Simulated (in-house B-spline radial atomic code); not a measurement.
**Ionising Si with different functionals**

Computed with an all-electron radial atomic-structure program (B-spline basis): non-relativistic Hamiltonian, point nucleus, spin-polarised at highest spin, spherical fractional occupations for the functionals, and exact exchange of hybrids averaged over the configuration. The ionisation energy is the difference of two self-consistent energies, [Ne] 3s2 3p2 → [Ne] 3s2 3p1, without Breit or QED terms; ε is the level of the shell that loses the electron (its least bound occupied spin orbital).

```
   method                    rung  ΔSCF (eV)  -ε(3p) (eV)
     PBE0           global hybrid       8.28         5.64
    B3LYP           global hybrid       8.17         5.30
    TPSSh           global hybrid       8.32         5.09
   M06-2X           global hybrid       7.98         6.43
BHandHLYP           global hybrid       8.01         6.36
  r2SCAN0           global hybrid       8.38         5.79
    B97-1           global hybrid          ?            ?
    HSE06  range-separated hybrid          ?            ?
    wB97X  range-separated hybrid       8.14         7.79
CAM-B3LYP  range-separated hybrid       8.14         6.74
  LC-wPBE  range-separated hybrid       8.35         8.23
```

**Question.** What does B97-1 give?

**Answer.** ΔSCF 8.12 eV, and -ε(3p) = 5.31 eV.

**Question.** What does HSE06 give?

**Answer.** ΔSCF 8.27 eV, and -ε(3p) = 5.24 eV.

**Question.** Among the functionals, which spreads more, the ΔSCF values or the orbital energies?

**Answer.** The orbital energies: ΔSCF values span about 0.40 eV and the orbital energies 3.14 eV; here energy differences depend much less on the functional than eigenvalues do.

**Question.** How do they compare with the NIST value?

**Answer.** NIST lists 8.152 eV (measured, ground level to ground level). Errors run from -0.17 to +0.22 eV; CAM-B3LYP is closest (-0.01 eV), but part of that can be cancellation, since the calculations leave out relativity, Breit-QED terms, multiplet and fine-structure energies.
